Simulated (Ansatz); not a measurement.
C₅H₇FO₃, singlet, geometry from GFN2-xTB; Ansatz (an electronic-structure program) with REVPBE/STO-3G.

Input for Ansatz:
Ansatz 0.2 input:
```yaml
crystal:
  periodic: [false, false, false]
  atoms:
    - {symbol: C, position_ang: [3.30582988, 0.11345375, -0.01099853]}
    - {symbol: C, position_ang: [2.06235833, 0.00567215, -0.45593857]}
    - {symbol: F, position_ang: [1.80001929, -0.19539197, -1.75618024]}
    - {symbol: C, position_ang: [0.86581996, 0.09584167, 0.42516355]}
    - {symbol: O, position_ang: [0.93020387, 0.27326059, 1.61614930]}
    - {symbol: O, position_ang: [-0.26943012, -0.04141913, -0.25578851]}
    - {symbol: C, position_ang: [-1.45460514, 0.03021556, 0.50059004]}
    - {symbol: O, position_ang: [-2.50011761, -0.15817084, -0.38637447]}
    - {symbol: C, position_ang: [-3.75990400, -0.10259416, 0.24030458]}
    - {symbol: H, position_ang: [3.47500741, 0.27425457, 1.03750489]}
    - {symbol: H, position_ang: [4.15061681, 0.04408329, -0.67246950]}
    - {symbol: H, position_ang: [-1.51249098, 1.01679501, 1.00023601]}
    - {symbol: H, position_ang: [-1.43661945, -0.74936375, 1.28686937]}
    - {symbol: H, position_ang: [-3.85880804, -0.88440161, 1.00243583]}
    - {symbol: H, position_ang: [-4.49358447, -0.26152142, -0.54577115]}
    - {symbol: H, position_ang: [-3.92653793, 0.87378296, 0.71019970]}
basis:
  gaussian:
    orbitals: STO-3G
hamiltonian:
  xc: revpbe
accuracy: high
```

What the program printed (banner, timings and long lists left out):

```
Functional definition: revPBE
1139 factors; integrals over basis functions are off by at most 3.9e-8 eV
mean field evaluation 1: about -13959.2659 eV, gradient 3.7e1 eV
mean field evaluation 2: about -13929.5932 eV, gradient 1.2e2 eV
mean field evaluation 4: about -13963.0363 eV, gradient 8.9e0 eV
mean field evaluation 8: about -13963.0495 eV, gradient 3.0e-1 eV
mean field evaluation 16: about -13963.0499 eV, gradient 7.9e-5 eV
mean field -13963.04985884 eV, -513.1326178174 hartree, gradient 7.2e-8 eV, S^2 0.000000; 0 other end points of the search recorded, 0 dependent functions left out
reference -13963.04986251 eV, -513.1326179521 hartree; 35, 35 occupied and 17, 17 virtual orbitals, 1139 factors
Total energy: -13963.04986251 eV, -513.1326179521 hartree
```
